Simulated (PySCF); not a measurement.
KBe⁺: from constants to spectrum

RHF-CCSD(T) constants of KBe⁺, ¹Σ⁺ (singlet), closed shell (PySCF, no relativity, basis sets K pcseg-1, Be pcseg-1; masses 38.9637 and 9.0122 u):

| Property | Result |
| --- | --- |
| ωe | 107.5 cm⁻¹ |
| ωexe | 2.52 cm⁻¹ |
| Be | 0.16584 cm⁻¹ |
| αe | 0.00445 cm⁻¹ |
| D (centrifugal) | 1.58e-06 cm⁻¹ |
| De to K⁺ + Be | 0.146 eV |

(1) Give the vibrational terms G(v) and spacings up to v = 5.

(2) How well does the Morse estimate ωe²/(4ωexe) reproduce De, and what is D0?

Correlated steps freeze 5 core orbitals. The bond is weak. Basis-set superposition, not corrected here, can be much of De in a small basis, most of all at correlated wavefunction levels. For an ion De counts to the pair picked by the measured ionisation energies or electron affinities, which need not be the lowest pair at this level.

Results:

(1) G(v) = ωe(v+½) − ωexe(v+½)².

```tsv
v	G(v) (cm⁻¹)	G(v) − G(v−1)	Bv (cm⁻¹)
0	53.1		0.1636
1	155.6	102.5	0.1592
2	253.0	97.4	0.1547
3	345.4	92.4	0.1503
4	432.7	87.3	0.1458
5	515.0	82.3	0.1414
```

(2) It gives 0.142 eV, 97 % of the computed De. D0 = De − G(0) = 0.146 − 0.007 = 0.139 eV.
